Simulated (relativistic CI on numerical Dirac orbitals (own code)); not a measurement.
Level scheme of In¹⁶⁺

Computed by Dirac-Coulomb-Breit CI, KLI orbitals optimised for each configuration, a model potential for QED, unscaled Slater integrals (own radial code, finite nucleus).

Configuration list (outside the closed core [Ar] 3d10): 4s2 4p3, 4s 4p4, 4p5, 4s2 4p2 4d, 4s 4p3 4d, 4s2 4p2 4f, 4s 4p3 4f, 4p4 4d, 4s 4p2 4d2, 4s2 4p 4d 4f, 4s2 4p2 5s, 4s2 4p 4d2, 4s2 4d3, 4s 4p 4d3, 4s2 4d2 4f, 4s 4p 4d2 4f, 4s2 4d2 5s, 4p3 4d2, 4p2 4d3, 4p2 4d2 4f, 4p2 4d2 5s. Double excitations out of closed p, d and f shells are left out; levels of such configurations are missing from the list, as are those of other unlisted configurations, and high levels can miss mixing partners.

The lowest level is 4s2 4p3 4S°_3/2, with 56 % of that term; Hund's rules for 4s2 4p3 give 4S° with J = 3/2, in agreement.

| No. | Configuration | Term | J | E (cm⁻¹) | % | Landé g | Lifetime (s) | jj configuration (%) |
| --- | --- | --- | --- | --- | --- | --- | --- | --- |
| 1 | 4s2 4p3 | 4S° | 3/2 | 0 | 56 | 1.638 |  | 4p3/2 (85) |
| 2 | 4s2 4p3 | 2D° | 3/2 | 57464 | 58 | 1.242 | 2.63e-04 | 4p1/2 4p3/2^2 (87) |
| 3 | 4s2 4p3 | 2D° | 5/2 | 76935 | 98 | 1.199 | 1.31e-03 | 4p1/2 4p3/2^2 (98) |
| 4 | 4s2 4p3 | 2P° | 1/2 | 106868 | 97 | 0.664 | 1.54e-04 | 4p1/2 4p3/2^2 (97) |
| 5 | 4s2 4p3 | 2P° | 3/2 | 160627 | 62 | 1.253 | 5.99e-05 | 4p3/2^3 (94) |
| 6 | 4s 4p4 | 4P | 5/2 | 370251 | 83 | 1.559 | 1.88e-10 | 4s 4p3/2^2 (84) |
| 7 | 4s 4p4 | 4P | 3/2 | 410550 | 76 | 1.601 | 1.02e-10 | 4s 4p1/2 4p3/2^3 (51) |
| 8 | 4s 4p4 | 4P | 1/2 | 416963 | 74 | 2.533 | 9.80e-11 | 4s 4p3/2^2 (58) |
| 9 | 4s 4p4 | 2D | 3/2 | 462693 | 60 | 1.008 | 6.35e-11 | 4s 4p1/2 4p3/2^3 (55) |
| 10 | 4s 4p4 | 2D | 5/2 | 480921 | 75 | 1.239 | 8.93e-11 | 4s 4p1/2 4p3/2^3 (79) |
| 11 | 4s 4p4 | 2S | 1/2 | 523987 | 39 | 1.508 | 2.54e-11 | 4s 4p1/2 4p3/2^3 (42) |
| 12 | 4s 4p4 | 2P | 3/2 | 531096 | 44 | 1.206 | 3.25e-11 | 4s 4p1/2 4p3/2^3 (53) |
| 13 | 4s2 4p2 4d | 4F | 3/2 | 552262 | 66 | 0.626 | 5.63e-11 | 4p1/2^2 4d3/2 (62) |
| 14 | 4s2 4p2 4d | 4F | 5/2 | 569717 | 50 | 1.143 | 9.35e-11 | 4p1/2^2 4d5/2 (64) |
| 15 | 4s2 4p2 4d | 4D | 1/2 | 591212 | 30 | 0.918 | 6.94e-11 | 4p1/2 4p3/2 4d3/2 (42) |
| 16 | 4s2 4p2 4d | 2F | 5/2 | 596588 | 62 | 0.945 | 5.44e-10 | 4p1/2 4p3/2 4d3/2 (86) |
| 17 | 4s2 4p2 4d | 4F | 7/2 | 605078 | 79 | 1.237 | 2.28e-09 | 4p1/2 4p3/2 4d5/2 (68) |
| 18 | 4s2 4p2 4d | 4D | 3/2 | 611117 | 64 | 1.066 | 3.61e-11 | 4p1/2 4p3/2 4d3/2 (66) |
| 19 | 4s2 4p2 4d | 2F | 7/2 | 611752 | 49 | 1.234 | 3.54e-09 | 4p1/2 4p3/2 4d5/2 (49) |
| 20 | 4s2 4p2 4d | 4D | 1/2 | 613396 | 61 | 0.414 | 3.18e-11 | 4p1/2 4p3/2 4d3/2 (46) |
| 21 | 4s2 4p2 4d | 4F | 9/2 | 625991 | 69 | 1.267 | 1.41e-03 | 4p1/2 4p3/2 4d5/2 (84) |
| 22 | 4s2 4p2 4d | 4D | 5/2 | 633639 | 46 | 1.189 | 4.48e-11 | 4p1/2 4p3/2 4d5/2 (68) |
| 23 | 4s2 4p2 4d | 2P | 3/2 | 653063 | 50 | 1.241 | 7.06e-12 | 4p1/2 4p3/2 4d5/2 (58) |
| 24 | 4s2 4p2 4d | 2G | 7/2 | 665103 | 57 | 1.065 | 8.02e-11 | 4p1/2 4p3/2 4d5/2 (34) |
| 25 | 4s2 4p2 4d | 4P | 5/2 | 679513 | 64 | 1.486 | 3.93e-12 | 4p1/2 4p3/2 4d5/2 (45) |
| 26 | 4s2 4p2 4d | 4P | 3/2 | 684940 | 43 | 1.388 | 4.82e-12 | 4p1/2 4p3/2 4d3/2 (44) |
| 27 | 4s2 4p2 4d | 4P | 1/2 | 686723 | 43 | 1.902 | 4.41e-12 | 4p1/2 4p3/2 4d3/2 (71) |
| 28 | 4s2 4p2 4d | 2F | 7/2 | 689125 | 47 | 1.169 | 2.68e-10 | 4p3/2^2 4d5/2 (86) |
| 29 | 4s2 4p2 4d | 2D | 3/2 | 700441 | 66 | 1.007 | 9.97e-12 | 4p1/2 4p3/2 4d5/2 (42) |
| 30 | 4s2 4p2 4d | 2G | 9/2 | 701408 | 69 | 1.176 | 1.37e-04 | 4p3/2^2 4d5/2 (84) |
| 31 | 4s2 4p2 4d | 2P | 1/2 | 714736 | 45 | 1.199 | 4.46e-12 | 4p3/2^2 4d3/2 (41) |
| 32 | 4s2 4p2 4d | 2D | 5/2 | 721689 | 71 | 1.141 | 4.01e-12 | 4p1/2 4p3/2 4d5/2 (39) |
| 33 | 4s2 4p2 4d | 2P | 1/2 | 737621 | 75 | 0.977 | 5.85e-12 | 4p1/2 4p3/2 4d5/2 (69) |
| 34 | 4s2 4p2 4d | 2D | 3/2 | 742044 | 59 | 1.023 | 3.90e-12 | 4p3/2^2 4d3/2 (67) |
| 35 | 4s2 4p2 4d | 2D | 5/2 | 750844 | 39 | 1.120 | 3.81e-12 | 4p3/2^2 4d3/2 (36) |
| 36 | 4s2 4p2 4d | 2D | 5/2 | 759025 | 81 | 1.191 | 1.63e-11 | 4p3/2^2 4d5/2 (75) |
| 37 | 4s2 4p2 4d | 2F | 7/2 | 777956 | 91 | 1.132 | 2.90e-12 | 4p3/2^2 4d3/2 (58) |
| 38 | 4s2 4p2 4d | 2S | 1/2 | 781970 | 50 | 1.880 | 4.57e-12 | 4p3/2^2 4d5/2 (38) |
| 39 | 4s2 4p2 4d | 2P | 3/2 | 782541 | 65 | 1.225 | 4.63e-12 | 4p3/2^2 4d5/2 (50) |
| 40 | 4s2 4p2 4d | 2D | 3/2 | 813161 | 86 | 0.866 | 3.68e-12 | 4p3/2^2 4d3/2 (46) |
| 41 | 4s2 4p2 4d | 2D | 5/2 | 822725 | 57 | 1.093 | 3.27e-12 | 4p3/2^2 4d5/2 (73) |
| 42 | 4p5 | 2P° | 3/2 | 846400 | 70 | 1.332 | 3.54e-11 | 4p3/2^3 (70) |
| 43 | 4s 4p3 4d | 6D° | 1/2 | 878776 | 88 | 3.217 | 6.47e-10 | 4s 4p3/2 4d3/2 (50) |
| 44 | 4s 4p3 4d | 6D° | 3/2 | 880453 | 88 | 1.806 | 3.69e-10 | 4s 4p3/2 4d3/2 (45) |
| 45 | 4s 4p3 4d | 6D° | 5/2 | 881258 | 83 | 1.592 | 4.93e-10 | 4s 4p3/2 4d3/2 (45) |

Energies count from the lowest computed level; ° marks odd parity; lifetimes are radiative, by E1, M1, E2, M2, E3 decay to levels of this space only. Filled j subshells are mostly left out of the jj labels.

The mean weight of the leading LS term, summed over parents, in these 45 levels is 64 %, and that of the leading jj configuration (from the same eigenvectors) 62 %.

At this charge energies of transitions that change n are usually good to better than 1 %, and those within a shell (Δn = 0) to a few per cent.

LS names give the leading component of a level, which can be under half, so a name can repeat, a term be missing and a line seem to break the LS rules.
